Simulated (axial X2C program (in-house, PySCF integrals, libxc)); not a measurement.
**Potential curves of BeCl⁺, two-component**

All values were computed with an axial X2C code built on PySCF integrals. Two-component (2c) means X2C with spin–orbit coupling and atomic mean-field two-electron Coulomb and Gaunt terms. Basis: Cl dyall-av3z [9s8p3d2f], Be dyall-cv3z [8s8p3d1f] (cores contracted in-house); Gaussian nuclei, density fitting, unrestricted open shells. Masses: Cl 34.969 u, Be 9.012 u.

State: Ω = 0 (closed shell). Energies in kJ/mol from the fragments at the same level (Cl + Be+). Fits are polynomials in 1 − R0/R over 0.85 to 1.23 times the lowest point R0.

```json
{"R (Å)": "1.4964", "MP2": "-332.09", "M06": "-355.50", "HF": "-196.40", "CCSD(T)": ""}
{"R (Å)": "1.5652", "MP2": "-388.51", "M06": "-408.75", "HF": "-251.33", "CCSD(T)": "-382.30"}
{"R (Å)": "1.6168", "MP2": "-413.84", "M06": "-432.16", "HF": "-275.51", "CCSD(T)": "-407.62"}
{"R (Å)": "1.6684", "MP2": "-427.78", "M06": "-444.55", "HF": "-288.31", "CCSD(T)": "-421.62"}
{"R (Å)": "1.7200", "MP2": "-432.62", "M06": "-448.13", "HF": "-292.03", "CCSD(T)": "-426.59"}
{"R (Å)": "1.7802", "MP2": "-429.24", "M06": "-443.64", "HF": "-287.36", "CCSD(T)": "-423.46"}
{"R (Å)": "1.8404", "MP2": "-418.39", "M06": "-431.94", "HF": "-275.26", "CCSD(T)": "-412.96"}
{"R (Å)": "1.9178", "MP2": "-396.48", "M06": "-409.28", "HF": "-251.80", "CCSD(T)": "-391.67"}
{"R (Å)": "2.0124", "MP2": "-361.62", "M06": "-373.86", "HF": "-215.14", "CCSD(T)": ""}
{"R (Å)": "2.1500", "MP2": "-302.64", "M06": "-314.62", "HF": "-153.62", "CCSD(T)": ""}
```

Correlated methods: 8 electrons correlated (number of frozen shells: Cl 2 s, 1 p; Be 1 s), 176 virtual spin orbitals or spinors in MP2, 90 natural virtuals in coupled cluster.

The state is a single determinant with fixed occupations, the lowest that a limited PBE0 search found. The closed shell is kept restricted, so the energy runs too high when the bond is stretched far. Dissociation energies refer to the lowest single-determinant-based atoms at the same level and basis. CCSD and (T) use frozen natural virtuals with an MP2 correction for the truncation; (T) itself is uncorrected, so its De runs slightly low. Without a current term, density functionals place determinants with orbital angular momentum somewhat too high. Coupled cluster ran on the points near the minimum only. MP2 and coupled cluster on one determinant become unreliable at the stretched end.

(1) Fit the MP2 curve near its minimum: give the equilibrium distance, the harmonic wavenumber and the well depth.

(2) What are Re, ωe and De at the M06 level?

(3) Fit the HF curve near its minimum: give the equilibrium distance, the harmonic wavenumber and the well depth.

(4) Fit the CCSD(T) curve near its minimum: give the equilibrium distance, the harmonic wavenumber and the well depth.

## Answers

(1) At MP2, 2c: Re = 1.727 Å, ωe ≈ 1020 cm⁻¹, De = 4.48 eV to Cl + Be+; Be follows as 0.789 cm⁻¹.

(2) At M06, 2c: Re = 1.719 Å, ωe ≈ 1020 cm⁻¹, De = 4.64 eV to Cl + Be+; Be follows as 0.796 cm⁻¹.

(3) At HF, 2c: Re = 1.719 Å, ωe ≈ 1030 cm⁻¹, De = 3.03 eV to Cl + Be+; Be follows as 0.796 cm⁻¹.

(4) At CCSD(T), 2c: Re = 1.728 Å, ωe ≈ 1010 cm⁻¹, De = 4.42 eV to Cl + Be+; Be follows as 0.788 cm⁻¹.
